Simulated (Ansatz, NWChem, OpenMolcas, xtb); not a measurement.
# Ligand exchange: CH3Br + SiH3F → CH3F + SiH3Br

Species: CH3Br `CBr`, singlet; SiH3F `F[SiH3]`, singlet; CH3F (fluoromethane) `CF`, singlet; SiH3Br `[SiH3]Br`, singlet. The partners trade Br for F: C–Br and Si–F bonds give way to C–F and Si–Br.

Shapes, held fixed at every level: PBE0-D4/def2-TZVP. Programs: Ansatz 0.2.0, NWChem 7.3.0, OpenMolcas 26.06, xtb 6.7.1. A level may come from different programs for different species; with the same settings they agree closely. The zero-point and thermal change to 298 K, harmonic and unscaled (PBE0-D4/def2-TZVP), is +1.5 kJ/mol.

```json
{"level": "GFN0-xTB", "kind": "semi-empirical", "ΔH(298 K) (kJ/mol)": "-10.3", "less CCSD(T)/def2-TZVPP": "-89.0"}
{"level": "SPW92/def2-TZVPP", "kind": "LDA", "ΔH(298 K) (kJ/mol)": "+65.1", "less CCSD(T)/def2-TZVPP": "-13.6"}
{"level": "B3LYP/6-31G* (Cartesian functions)", "kind": "global hybrid", "ΔH(298 K) (kJ/mol)": "+71.6", "less CCSD(T)/def2-TZVPP": "-7.1"}
{"level": "wB97M-V/def2-TZVPP", "kind": "range-separated hybrid", "ΔH(298 K) (kJ/mol)": "+72.3", "less CCSD(T)/def2-TZVPP": "-6.4"}
{"level": "wB97X-V/def2-TZVPP", "kind": "range-separated hybrid", "ΔH(298 K) (kJ/mol)": "+70.4", "less CCSD(T)/def2-TZVPP": "-8.3"}
{"level": "B2PLYP/def2-TZVPP", "kind": "double hybrid", "ΔH(298 K) (kJ/mol)": "+78.1", "less CCSD(T)/def2-TZVPP": "-0.6"}
{"level": "MP2/def2-SVP", "kind": "perturbation theory", "ΔH(298 K) (kJ/mol)": "+61.4", "less CCSD(T)/def2-TZVPP": "-17.3"}
{"level": "MP2/def2-TZVPP", "kind": "perturbation theory", "ΔH(298 K) (kJ/mol)": "+83.7", "less CCSD(T)/def2-TZVPP": "+5.0"}
{"level": "CCSD(T)/def2-TZVPP", "kind": "coupled cluster or CI", "ΔH(298 K) (kJ/mol)": "+78.7", "less CCSD(T)/def2-TZVPP": "0.0"}
```

The highest level, CCSD(T)/def2-TZVPP, gives ΔH(298 K) = +78.7 kJ/mol; the levels span -10.3 to +83.7. They disagree on the sign: 8 of 9 are positive. GFN0-xTB strays far from the other rows. The column of differences is taken from that level and isn't an error. No measured value is set beside it here. Relativity is left out for Br. Outer-core shells of Br are correlated, in sets that cover them unevenly.
